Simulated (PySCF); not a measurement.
Species: `CCCCC=[Se]`. The columns A, B, C and D hold Mulliken, IAO, Hirshfeld and ESP-fitted charges (e) of one PBE0/pcSseg-1 density (PySCF), in a shuffled order. Coordinates in Å (PBE0-D3(BJ)/def2-SVP); the density's dipole moment is (-2.28, -1.18, -0.17) D.

```json
{"atom": "C1", "x": "-2.402", "y": "0.288", "z": "-0.346", "A": "-0.269", "B": "-0.112", "C": "-0.407", "D": "-0.314"}
{"atom": "C2", "x": "-1.152", "y": "-0.064", "z": "0.444", "A": "-0.279", "B": "-0.061", "C": "-0.240", "D": "+0.122"}
{"atom": "C3", "x": "0.132", "y": "0.133", "z": "-0.351", "A": "-0.273", "B": "-0.060", "C": "-0.240", "D": "-0.153"}
{"atom": "C4", "x": "1.390", "y": "-0.212", "z": "0.453", "A": "-0.155", "B": "-0.072", "C": "-0.262", "D": "+0.381"}
{"atom": "C5", "x": "2.634", "y": "-0.054", "z": "-0.344", "A": "-0.256", "B": "-0.009", "C": "-0.217", "D": "-0.302"}
{"atom": "Se6", "x": "3.982", "y": "1.004", "z": "0.023", "A": "-0.039", "B": "-0.087", "C": "-0.009", "D": "-0.108"}
{"atom": "H7", "x": "-2.386", "y": "1.342", "z": "-0.668", "A": "+0.114", "B": "+0.039", "C": "+0.135", "D": "+0.072"}
{"atom": "H8", "x": "-3.313", "y": "0.137", "z": "0.252", "A": "+0.122", "B": "+0.043", "C": "+0.141", "D": "+0.086"}
{"atom": "H9", "x": "-2.491", "y": "-0.332", "z": "-1.252", "A": "+0.112", "B": "+0.038", "C": "+0.133", "D": "+0.081"}
{"atom": "H10", "x": "-1.105", "y": "0.547", "z": "1.362", "A": "+0.122", "B": "+0.038", "C": "+0.130", "D": "+0.009"}
{"atom": "H11", "x": "-1.209", "y": "-1.113", "z": "0.785", "A": "+0.118", "B": "+0.036", "C": "+0.126", "D": "-0.022"}
{"atom": "H12", "x": "0.098", "y": "-0.481", "z": "-1.268", "A": "+0.120", "B": "+0.036", "C": "+0.126", "D": "+0.040"}
{"atom": "H13", "x": "0.202", "y": "1.182", "z": "-0.689", "A": "+0.131", "B": "+0.036", "C": "+0.133", "D": "+0.064"}
{"atom": "H14", "x": "1.448", "y": "0.399", "z": "1.367", "A": "+0.134", "B": "+0.037", "C": "+0.148", "D": "-0.097"}
{"atom": "H15", "x": "1.323", "y": "-1.272", "z": "0.768", "A": "+0.145", "B": "+0.051", "C": "+0.151", "D": "-0.003"}
{"atom": "H16", "x": "2.677", "y": "-0.661", "z": "-1.263", "A": "+0.152", "B": "+0.046", "C": "+0.152", "D": "+0.144"}
```

**Question.** Which column most likely holds the ESP-fitted charges?

**Answer.** D. Σ q r misses the density's dipole by 0.12 D (D), 0.54 D (A), 1.01 D (B), 1.02 D (C). Charges fitted to the outside potential are the only set here that is tied to the molecule's multipoles.

**Question.** And the Hirshfeld charges?

**Answer.** B. The mean sizes are 0.050 e (B), 0.125 e (D), 0.159 e (A), 0.172 e (C), and Hirshfeld charges are commonly the smallest of these schemes.

As computed, A = Mulliken, B = Hirshfeld, C = IAO, D = ESP-fitted. Hydrogens on carbon: Mulliken +0.11 to +0.15, Hirshfeld +0.04 to +0.05, IAO +0.13 to +0.15, ESP-fitted -0.10 to +0.14 e.

The IAO scheme projects the occupied orbitals on a minimal set of polarised atomic orbitals and counts the electrons in each atom's part of it. The Hirshfeld scheme divides the density at each point in proportion to the densities of the neutral, spherically averaged free atoms.

One conformer (not necessarily the lowest) at the PBE0-D3(BJ)/def2-SVP geometry, without solvent, vibrations or thermal averaging. The calculation is non-relativistic, for selenium too.

These values come from a run that also computed NMR shieldings. Hardware: one thread of an Arm Neoverse V1, on a shared host. Cost: 22 s of wall time.

Shape of the structure used: `[CH3:1][CH2:2][CH2:3][CH2:4][CH:5]=[Se:6]`: C1–C2–C3–C4 180°, C2–C3–C4–C5 178°, C3–C4–C5–Se6 121°.
